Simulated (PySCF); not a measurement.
1,1-dibromo-2-chloroethene (C2HBr2Cl), SMILES ClC=C(Br)Br.

Geometry optimised at B3LYP-D3(BJ)/def2-SVP.

Two levels are set side by side: PBE/def2-TZVP (PySCF) and ωB97X/def2-TZVP (PySCF). Same geometry, gas phase. Differences are taken from unrounded values.

```
quantity                     ωB97X    PBE  PBE minus ωB97X
---------------------------  -----  -----  ---------------
orbital gap (eV)             10.71   4.09            -6.61
highest occupied level (eV)  -9.57  -6.17             3.40
lowest empty level (eV)       1.14  -2.08            -3.22
dipole moment (D)             0.85   0.71            -0.14
mean polarisability (bohr³)   74.9   78.5              3.6
```

PBE's occupied levels lie high since its potential decays too fast outside the molecule; exact exchange lowers them and widens the gap. Loosely held outer electrons make PBE densities more polarisable. Differences between two approximate levels are no errors against the true value.

Rough cost on one machine, each run with all the roots and properties that it gave: ωB97X against PBE within a factor of 2.
